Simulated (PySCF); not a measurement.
**Spinor energies of B(2+) (boron, charge +2)**

Start: [He] 2s1; 2s1/2 filled at m_j = +1/2. Calculated with PySCF 2.14 in x2c-TZVPall-2c with one added diffuse shell each of s, p, d type (6s4p3d1f, 40 functions): generalised Hartree-Fock with the X2C-1e Hamiltonian and a Gaussian nucleus; one run each with spin-orbit coupling (SO) switched off, then screened by Boettger's factors. This is a chosen level, not necessarily the ground level.

```
spinor shell  electrons  ε, spin-free (eV)  ε, screened SO (eV)  weight of nominal j (screened SO)  rms radius, screened SO (bohr)
       1s1/2          2            -239.77              -239.77                              1.000                           0.377
       2s1/2          1            -37.825              -37.825                              1.000                            1.77
```

```
   quantity  spin-free  screened SO
E (hartree)  -23.38200    -23.38200
        M_J        1/2          1/2
       ⟨J²⟩      0.750        0.750
       ⟨L²⟩      0.000        0.000
       ⟨S²⟩      0.750        0.750
```

Each row is a mean over spinors that exchange with the open shell spreads, by up to 1.714 eV (1s1/2).

Without spin-orbit coupling the j labels of p, d and f shells carry no meaning; the spin-free column gives the mean over the occupied spinors of each nl shell.
